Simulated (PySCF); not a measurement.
These compounds are isomers of formula C₆H₁₄OSi₂.

A. `C[C@@H]1CC[C@H]2[SiH2]O[SiH2][C@@H]12`
B. SMILES C(=C)(C)[Si@H]([SiH3])C1COC1
C. SMILES [C@H]1(O[SiH2]C)[C@H](C(=C)C)[SiH2]1

Spectrum 1. 13C{1H} NMR (computed): δ 44.6 (CH2), 44.3 (CH), 39.7 (CH), 36.0 (CH2), 32.6 (CH), 23.2 (CH3).

Spectrum 2. 13C{1H} NMR (computed): δ 157.8 (C), 106.8 (CH2), 64.8 (CH), 29.7 (CH3), 28.5 (CH), -1.2 (CH3).

Spectrum 3. 13C{1H} NMR (computed): δ 152.3 (C), 135.0 (CH2), 76.0 (CH2), 75.3 (CH2), 27.2 (CH3), 21.5 (CH).

PySCF 2.14 calculation with σ from GIAO-PBE0/pcSseg-1 and geometry from GFN2-xTB; non-relativistic, in vacuum, one conformer, one averaged value for each set of equivalent atoms.

Scale: 13C (σref 186.93) against TMS (reference shieldings calculated alike). Shifts are as computed. Against solution values, carbons near 30 ppm lie about +3 ppm off and those near 130 ppm about +5 ppm. Of 1211 compounds with measured shifts, 218 miss one by over three times the rms of a fit or turn the order of signals round; such compounds aren't used in these exercises.

Task: Which spectrum belongs to which compound?

Result: 1–A, 2–C, 3–B.

- Spectrum 1 (A): 6 13C signals; δC 44.6 is an sp3 CH2 in a ring; δC 44.3 is an sp3 CH in a ring.
- Spectrum 2 (C): 6 13C signals; δC 157.8 is a fully substituted alkene carbon; δC 106.8 is a terminal =CH2 carbon.
- Spectrum 3 (B): 6 13C signals; δC 152.3 is a fully substituted alkene carbon; δC 135.0 is a terminal =CH2 carbon.
